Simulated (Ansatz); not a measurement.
Basis-set series for FH6NOSi2 (`N[SiH](F)[SiH2]O`). The species carries charge 0 and has multiplicity 1. All single points use the PBE0-D4/def2-TZVP geometry. It is one conformer, not always the lowest.

| functional | basis | functions | energy (Eh) | HOMO (eV) | LUMO (eV) |
| --- | --- | --- | --- | --- | --- |
| PBE0-D4 | def2-SVP | 108 | -811.69028 | -7.61 | 0.01 |
| PBE0-D4 | def2-TZVPP | 261 | -812.19988 | -7.75 | -0.42 |
| ωB97M-V | def2-SVP | 108 | -812.04590 | -9.69 | 1.88 |
| ωB97M-V | def2-TZVPP | 261 | -812.56350 | -9.86 | 1.28 |

(1) Give the rows for def2-QZVPP. (Best estimate.)

Answers

(1) Computed: 
```tsv
functional	basis	functions	energy (Eh)	HOMO (eV)	LUMO (eV)
PBE0-D4	def2-QZVPP	491	-812.23391	-7.79	-0.55
ωB97M-V	def2-QZVPP	491	-812.59543	-9.90	1.01
```

Positive LUMOs are unbound and depend on the basis.
